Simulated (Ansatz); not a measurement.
C2H7OSb, SMILES `C[O][SbH][CH3]`, charge 0, multiplicity 1.

Question: Give a relaxed structure at PBE0-D4/def2-TZVP (the Gaussian-basis code of Ansatz). (Estimate.)

Answer: Ansatz gave: 
Z-matrix (Å, degrees):
```
C
O 1 1.404
H 1 1.099 2 112.4
H 1 1.094 2 108.0 3 -118.7
H 1 1.099 2 112.8 3 122.3
Sb 2 1.976 1 117.7 3 -70.7
C 6 2.151 2 95.7 1 101.8
H 6 1.713 2 91.6 1 -165.1
H 7 1.092 6 109.8 2 156.5
H 7 1.090 6 109.8 2 -83.6
H 7 1.090 6 108.6 2 36.6
```
This is one stationary point; other conformers may exist.
